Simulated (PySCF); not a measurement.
Coordinates in bohr (charge 0 multiplicity 1):
```
Ge    0.0000    0.0000    0.0000
F     2.6102    0.0000   -1.8457
F     0.0000    2.6102    1.8457
F    -2.6102    0.0000   -1.8457
F     0.0000   -2.6102    1.8457
```

Computed with PBE0/[Ge def2-TZVP, F def2-TZVP], no relativity, density fitting, PySCF.

This geometry of GeF4 is a stationary point at this level.

Problem. What is the point group?

Solution. Td.

Problem. Is it a minimum?

Solution. Yes: all harmonic wavenumbers are real.

Problem. Which band is strongest in the infrared?

Solution. 797 cm⁻¹ (t2), 336 km/mol.

Problem. What are the dipole moment and the gap between the highest occupied and lowest empty levels?

Solution. 0.00 D and 10.96 eV.

Problem. Give the atomic charges and bond orders.

Solution. 
| atom | Mulliken | Löwdin | polar tensor | Mayer order to Ge1 |
| --- | --- | --- | --- | --- |
| Ge1 | 1.23 | 0.28 | 2.39 | – |
| F2,3,4,5 | -0.31 | -0.07 | -0.60 | 1.07 |
